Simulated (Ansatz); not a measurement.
Cost and result for the atomization energy of C3H8BNSi, SMILES `C/N=C\B1C[SiH2]1` (14 atoms, 14 bonds).

```xyz
14

C     1.262    2.073   -0.229
N     1.966    0.939    0.312
C     1.326   -0.154    0.391
B    -0.146   -0.435   -0.011
C    -0.796   -1.550   -0.782
Si   -1.813   -0.940    0.802
H     1.391    2.932    0.435
H     0.183    1.899   -0.381
H     1.704    2.346   -1.192
H     1.891   -1.008    0.790
H    -0.261   -2.440   -1.108
H    -1.673   -1.367   -1.409
H    -1.871   -1.675    2.092
H    -3.163   -0.622    0.290
```

Charge 0, multiplicity 1. Geometry: relaxed with PBE0-D4/def2-TZVP. It is one conformer, not always the lowest. Program: Ansatz. All runs use 4 threads of an Arm Neoverse V2 on a shared host. Times are those of one run each, without the atoms' runs, and a repeat can differ threefold. Electronic energies, without spin–orbit coupling; frozen cores. CCSD(T)/CBS adds CCSD(T) − MP2 in def2-TZVPP to the MP2 limit, and its time is that of the two runs behind it. T1 = 0.014; the RHF reference is unstable towards UHF. B3LYP takes the VWN-RPA correlation (the form of Gaussian; ORCA's B3LYP/G).

CCSD(T)/CBS is a level of theory with its own doubt, some kJ/mol a heavy atom from the limit and from the frozen cores, so smaller differences don't rank the functionals.

```csv
level,functions,wall time
PBE-D4/def2-TZVPP (with forces),309,3.1 s
PBE0-D4/def2-TZVPP,309,3.6 s
r2SCAN-D4/def2-TZVPP (with forces),309,6 s
B3LYP-D4/def2-TZVPP (with forces),309,6 s
B2PLYP/def2-TZVPP,309,7.5 s
ωB97X-V/def2-TZVPP,309,9.5 s
ωB97M-V/def2-TZVPP (with forces),309,15 s
MP2/def2-QZVPP,595,41 s
CCSD(T)/def2-TZVPP,309,17 min
CCSD(T)/CBS(def2),–,18 min
```

Problem. What atomization energy does each give, and how far from CCSD(T)/CBS? (Estimate.)

Solution. The calculation gave: 
| level | atomization (kcal/mol) | difference from CCSD(T)/CBS | per bond |
| --- | --- | --- | --- |
| PBE-D4/def2-TZVPP (with forces) | 1292.8 | 41.1 | 2.9 |
| PBE0-D4/def2-TZVPP | 1268.6 | 16.9 | 1.2 |
| r2SCAN-D4/def2-TZVPP (with forces) | 1264.1 | 12.4 | 0.9 |
| B3LYP-D4/def2-TZVPP (with forces) | 1261.6 | 9.9 | 0.7 |
| B2PLYP/def2-TZVPP | 1245.0 | -6.7 | -0.5 |
| ωB97X-V/def2-TZVPP | 1260.8 | 9.1 | 0.7 |
| ωB97M-V/def2-TZVPP (with forces) | 1261.8 | 10.1 | 0.7 |
| MP2/def2-QZVPP | 1257.0 | 5.3 | 0.4 |
| CCSD(T)/def2-TZVPP | 1219.7 | -32.0 | -2.3 |
| CCSD(T)/CBS(def2) | 1251.7 | 0.0 | 0.0 |

In def2-TZVPP, CCSD(T) changes the Hartree–Fock value by +313.1 kcal/mol (the triples alone add +21.3 kcal/mol) and MP2 by +331.5 kcal/mol; breaking electron pairs costs correlation energy, which Hartree–Fock lacks. The D4 term adds +11.2 kcal/mol with B3LYP and +6.0 kcal/mol with PBE0; it sums over pairs of atoms, weighted by their polarisabilities, and B3LYP, whose exchange is more repulsive, gets the larger term. From PBE to PBE0 (25 % exact exchange), in def2-TZVPP and without D4, the atomization energy moves by −23.1 kcal/mol: exact exchange takes away binding that semilocal exchange gives to molecules.
